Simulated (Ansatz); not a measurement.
Basis sets compared for the cluster Pb4S4⁻. The state is a doublet with charge -1. Geometry PBE-D4/def2-SVP. Ansatz on 4 threads of Arm Neoverse V1 on a shared host; times are rough, and most runs start from earlier orbitals.

```xyz
8

Pb   -1.5282   -0.0751    1.6979
Pb    0.7285   -2.1052    0.5110
Pb    1.0155    2.1912    0.3488
Pb   -0.2652   -0.1455   -2.4213
S    -1.4922    1.4667   -0.5352
S     1.9884   -0.1139   -0.8353
S     0.4282    1.3176    2.7547
S    -0.8750   -2.5357   -1.5206
```

In the def2 sets Pb takes a core potential; there is no spin–orbit coupling. The structure comes from a short search, and lower isomers may exist.

```json
{"level": "PBE-D4/def2-SVP (with forces)", "functions": "176", "energy (Eh)": "-2363.6783", "HOMO (eV)": "-0.36", "LUMO (eV)": "0.13", "wall time": "9.5 s"}
{"level": "PBE0-D4/def2-SVP", "functions": "176", "energy (Eh)": "-2363.6682", "HOMO (eV)": "-1.21", "LUMO (eV)": "0.64", "wall time": "17 s"}
```

Task: Estimate the rows for PBE-D4/def2-SVPD, PBE0-D4/def2-SVPD.

Result: 
```
            level  functions  energy (Eh)  HOMO (eV)  LUMO (eV)  wall time
 PBE-D4/def2-SVPD        236   -2363.7123      -0.67      -0.17       15 s
PBE0-D4/def2-SVPD        236   -2363.7006      -1.45       0.40       25 s
```
